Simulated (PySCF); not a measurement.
# PtO(OH)2: fields on a plane

All numbers come from B3LYP in PySCF with Pt def2-SVP with ECP60, O def2-SVP, H def2-SVP; scalar-relativistic core potentials, no spin–orbit coupling; density-fitted integrals.

The singlet minimum has O–H 0.974 Å (×2), Pt–O 1.745 Å, Pt–O 1.882 Å (×2); H–O–Pt 109.9° (×2), O–Pt–O 116.5° (×2), O–Pt–O 127.0°.

The plane holds Pt1 at (0.00, 0.00), O2 at (1.75, 0.00), O3 at (-0.84, 1.68), O4 at (-0.84, -1.68) Å. Columns run from x = -2.85 to 4.05 Å, rows from y = 4.05 (top) to -3.75 Å, in steps of 0.3 Å. Other isomers or separated fragments may lie lower. Core electrons replaced by a potential are absent, the electrostatic potential uses the reduced nuclear charge, and values within about 0.7 Å of such atoms have no physical meaning.

**Question.** Give the electrostatic potential (V) (cut at 20 V). Every second row and column.

**Answer.** 
```
 0.1  0.1  0.1  0.1  0.1  0.0  0.0 -0.1 -0.1 -0.1 -0.1 -0.2
 0.1  0.1  0.1  0.1  0.0 -0.1 -0.1 -0.1 -0.1 -0.2 -0.2 -0.2
 0.1  0.0  0.2  0.6  0.2 -0.2 -0.2 -0.1 -0.2 -0.3 -0.3 -0.3
 0.0 -0.1  1.5 17.5  9.7  0.3  0.0 -0.1 -0.3 -0.4 -0.4 -0.4
 0.0 -0.3  4.0 20.0 20.0  3.1  1.3  0.2 -0.5 -0.7 -0.7 -0.5
 0.1 -0.1  1.3 14.3 17.8 15.8  7.5  2.1  0.4 -0.9 -0.9 -0.7
 0.2  0.6  2.4 12.5 20.0 20.0 20.0 20.0 20.0  1.4 -1.1 -0.8
 0.3  0.8  3.1 16.6 20.0 20.0 20.0 20.0 20.0  3.5 -1.1 -0.9
 0.2  0.2  1.5  8.7 20.0 20.0 15.5  6.4  5.7 -0.3 -1.1 -0.8
 0.0 -0.2  2.5 20.0 20.0  6.6  3.3  0.7 -0.5 -0.9 -0.8 -0.6
 0.0 -0.2  3.3 20.0 20.0  1.4  0.4  0.0 -0.4 -0.6 -0.5 -0.5
 0.1  0.0  0.6  3.2  1.8 -0.2 -0.1 -0.1 -0.3 -0.4 -0.4 -0.3
 0.1  0.1  0.1  0.2  0.0 -0.1 -0.1 -0.1 -0.2 -0.2 -0.2 -0.2
 0.1  0.2  0.2  0.1  0.1  0.0  0.0 -0.1 -0.1 -0.2 -0.2 -0.2
```

**Question.** Give the highest occupied orbital (Å^-3/2) at -6.89 eV (cut at ±0.3; overall sign arbitrary). Lower edges of the bins (Å^-3/2): '_' -0.138, '.' -0.116, ':' -0.095, '-' -0.073, '=' -0.051, '+' -0.029, '*' -0.008, '#' 0.014, '%' 0.036, '@' 0.058; top 0.08, each point printed twice.

**Answer.** 
```
************************************************
************************************************
************************************************
************************************************
**********++++++++++****************************
********++++======++++**************************
********++==--::--==++++************************
********++==..__::==++**************************
********++++**@@==++++**************************
************##%%********************************
************######******************************
****************######**************************
****************++****++++**##**++++++**********
************++==--++++--++**####==++++**********
************++==--++++--++**####==++++**********
**************++++****++********++++++**********
******************####**************************
************######******************************
************%%%%********************************
********++++##@@==++++**************************
********++==::__::==++**************************
********++==--::--==++**************************
********++++======++++**************************
**********++++++++++****************************
************************************************
************************************************
************************************************
```

Stability towards spin polarisation was not tested. Spin–orbit coupling, left out here, can matter for elements this heavy.
